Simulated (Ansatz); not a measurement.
Abridged output of a molecular run in Ansatz:

```
Functional definition: HF
1461 factors; integrals over basis functions are off by at most 1.0e-3 eV
mean field evaluation 1: about -135389.5514 eV, gradient 2.0e1 eV
mean field evaluation 2: about -135389.7604 eV, gradient 2.1e1 eV
mean field evaluation 4: about -135391.3100 eV, gradient 3.7e0 eV
mean field evaluation 8: about -135391.3424 eV, gradient 2.1e-1 eV
mean field -135391.34272906 eV, -4975.5400737446 hartree, gradient 1.7e-6 eV, S^2 0.000000; 0 other end points of the search recorded, 0 dependent functions left out
24 core orbitals not correlated: weight in the atoms' cores, before any rotation towards them, 1.000 or more for the frozen orbitals, at most 0.000 for the correlated occupied ones
reference -135391.34272906 eV, -4975.5400737446 hartree; 23, 23 occupied and 192, 192 virtual orbitals, 1461 factors
second order -24.46531365 eV of doubles, -0.00000000 eV of singles
cycle   1  -24.75617231 eV  change   -2.9e-1 eV  update   1.1e-1
cycle   2  -25.46372708 eV  change   -7.1e-1 eV  update   3.0e-2
cycle   3  -25.54268444 eV  change   -7.9e-2 eV  update   1.3e-2
cycle   4  -25.53217886 eV  change    1.1e-2 eV  update   3.0e-3
cycle   5  -25.53258005 eV  change   -4.0e-4 eV  update   1.1e-3
cycle   6  -25.53238442 eV  change    2.0e-4 eV  update   3.3e-4
cycle   7  -25.53225903 eV  change    1.3e-4 eV  update   1.2e-4
cycle   8  -25.53228994 eV  change   -3.1e-5 eV  update   3.8e-5
perturbative correction -1.01291583 eV, -0.0372239702 hartree
Total energy: -135417.88793482 eV, -4976.5155920636 hartree
```

Its atoms:

Z-matrix (Å, degrees):
```
C
Ge 1 1.968
Cl 1 1.776 2 110.7
H 1 1.090 2 110.5 3 119.5
H 1 1.089 2 110.7 3 -119.7
Se 2 2.352 1 110.6 3 64.5
H 2 1.539 1 109.2 3 -174.8
H 2 1.533 1 109.1 3 -52.4
H 6 1.469 2 92.5 1 83.0
```

(1) Which basis set was used?
A. def2-TZVPP
B. cc-pV(D+d)Z
C. def2-SVPD
D. def2-SVP

(2) Write the keys of the input that set method, charge and spin (a neutral closed shell needs none for the last two).

## Answers

(1) A. It gives 239 functions.

(2) 
```yaml
correlation: {method: ccsd_t}
```
